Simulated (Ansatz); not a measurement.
Gas-phase electronic energies from Ansatz, PBE0-D4/def2-TZVP geometries. CBS: MP2 limit from def2 TZ/QZ plus the TZ coupled-cluster correction, frozen cores. Functionals use def2-TZVPP. B3LYP here is the variant with VWN-RPA as its local correlation; programs differ in this. One conformer a species, not always the lowest.

`N[SiH2]/C=C/[SiH3]` → `N[Si]1([SiH3])CC1`  (isomerisation)

| species | B3LYP-D4 energy (Eh) |
| --- | --- |
| `N[SiH2]/C=C/[SiH3]` | -715.51051 |
| `N[Si]1([SiH3])CC1` | -715.49603 |

(1) Work out ΔE.

Largest T1 diagnostic among the species: 0.012.

Answers

(1) ΔE = (-715.49603) − (-715.51051) = 0.01448 Eh = +38.0 kJ/mol. CCSD(T)/CBS gives +34.3 kJ/mol.

From BLYP to BHLYP (50 % exact exchange), in def2-TZVPP and without D4, ΔE moves by +3.4 kJ/mol. In def2-TZVPP, CCSD(T) changes the Hartree–Fock value by −37.4 kJ/mol (the triples alone add −2.7 kJ/mol) and MP2 by −43.3 kJ/mol.
